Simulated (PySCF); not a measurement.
Simulated outer-valence photoelectron spectrum of `FB(F)F`. Computed with EOM-IP-CCSD/aug-cc-pVDZ in PySCF, restricted Hartree–Fock reference, frozen core, non-relativistic, gas phase, PBE0-D3(BJ)/def2-SVP geometry.

Each root has a Gaussian of 0.8 eV full width with its one-hole share as area; cross sections and vibrations are left out, and the highest printed point is 100.

```csv
ionisation energy (eV),intensity
14.6,0
14.7,0
14.8,0
14.9,1
15.0,2
15.1,4
15.2,6
15.3,10
15.4,15
15.5,19
15.6,24
15.7,27
15.8,29
15.9,30
16.0,30
16.1,31
16.2,36
16.3,44
16.4,55
16.5,69
16.6,83
16.7,94
16.8,100
16.9,99
17.0,91
17.1,79
17.2,63
17.3,47
17.4,32
17.5,20
17.6,12
17.7,7
17.8,3
17.9,2
18.0,1
18.1,1
18.2,2
18.3,3
18.4,5
18.5,8
18.6,12
18.7,17
18.8,22
18.9,25
19.0,27
19.1,27
19.2,24
19.3,20
19.4,15
19.5,10
19.6,7
19.7,4
19.8,2
19.9,1
20.0,0
20.1,0
20.2,0
```

**Question.** Where are the maxima, and how many lines lie under the curve?

**Answer.** 2 maxima, at 16.8 and 19.0 eV, from 4 lines (6 roots with degenerate partners counted). At this width some lines have no maximum of their own.

**Question.** List the lines with their holes.

**Answer.** 
```csv
E (eV),leading hole (HF orbital),area,Koopmans (eV)
15.78,HOMO,0.95,18.09
16.70,HOMO-1/HOMO-2,1.91,18.74
16.98,HOMO-3/HOMO-4,1.91,19.12
19.03,HOMO-5,0.95,20.85
```

The widest gap, 2.05 eV, lies between 16.98 and 19.03 eV. Only orbitals with −ε under 21 eV, eight at most, were ionised, so the high end of the curve may lack lines.
